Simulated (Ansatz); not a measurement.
Reaction (ligand exchange at a B–O bond): `B[O][AlH][CH3]` + `C=CN[SiH3]` → `BN([SiH3])C=C` + `[CH3][AlH][OH]`

Computed with Ansatz on PBE0-D4/def2-TZVP structures; ΔE is electronic, products minus reactants. CBS: MP2 limit from def2 TZ/QZ plus the TZ coupled-cluster correction, frozen cores. This one scheme is used for every species. DFT in def2-TZVPP. B3LYP here is the variant with VWN-RPA as its local correlation; programs differ in this. One conformer a species, not always the lowest.

Problem. Is it downhill or uphill in electronic energy at CCSD(T)/CBS, and by how much? (An estimate is asked.)

Solution. Computed: Uphill: ΔE = +3.6 kJ/mol.

Problem. What do these levels give: PBE-D4, BLYP-D4, B97M-V, r2SCAN0-D4, ωB97M-V, PBE0, B3LYP, CAM-B3LYP, CCSD/def2-SVP, HF/CBS(def2), MP2/CBS(def2), CCSD/CBS(def2)? (Estimate.)

Solution. The calculation gave: PBE-D4 6.3, BLYP-D4 11.7, B97M-V 16.0, r2SCAN0-D4 12.3, ωB97M-V 9.0, PBE0 12.4, B3LYP 21.5, CAM-B3LYP 20.0, CCSD/def2-SVP 19.0, HF/CBS(def2) 34.3, MP2/CBS(def2) 1.5, CCSD/CBS(def2) 8.0 kJ/mol.

Largest T1 diagnostic among the species: 0.013.

In def2-TZVPP, CCSD(T) changes the Hartree–Fock value by −29.7 kJ/mol (the triples alone add −4.4 kJ/mol) and MP2 by −31.8 kJ/mol. Leaving LDA and LC-ωPBE aside and taking each functional with its dispersion term where it has one, the values, not all of them listed here, spread over 13.4 kJ/mol, from revPBE-D4 to BHLYP-D4. LDA lies −9.5 kJ/mol from PBE without D4. At CCSD(T), def2-SVP lies +12.1 kJ/mol from the extrapolated value and def2-TZVPP +0.1 kJ/mol.
